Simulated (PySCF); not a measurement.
C₂H₃AlBrCl. Atoms are numbered in the order given.

```xyz
8

Al    -0.1759    -0.6359     0.0000
Cl     1.2280    -2.2113     0.0000
Br     0.5988     1.4932     0.0000
C     -2.0840    -0.9600     0.0000
C     -2.9742     0.0578     0.0000
H     -2.4782    -1.9940     0.0000
H     -4.0666    -0.1124     0.0000
H     -2.6533     1.1152     0.0000
```

Coordinates come from a PBE-D3(BJ)/def2-SVP optimisation. The structure was generated by enumeration; whether it is a known compound was not checked. One conformer was computed; it need not be the lowest.

Calculation: KT2/pcSseg-1 run with PySCF.

GIAO shieldings, no solvent; atoms listed in one row are averaged. δ = σ(ref) − σ: ³⁵Cl against HCl (σ = 945.4 ppm); ¹³C against TMS (σ = 185.1 ppm); ¹H against TMS (σ = 31.47 ppm), references at their B3LYP-D3(BJ)/def2-TZVP geometries, non-relativistic (without spin–orbit terms, shifts of atoms bonded to Cl or Br come out too high).

```
nucleus  atoms  count  δ (ppm)
-------  -----  -----  -------
³⁵Cl       Cl2      1     87.0
¹³C         C5      1    151.6
¹³C         C4      1    136.2
¹H          H7      1     7.28
¹H          H8      1     6.96
¹H          H6      1     6.47
```
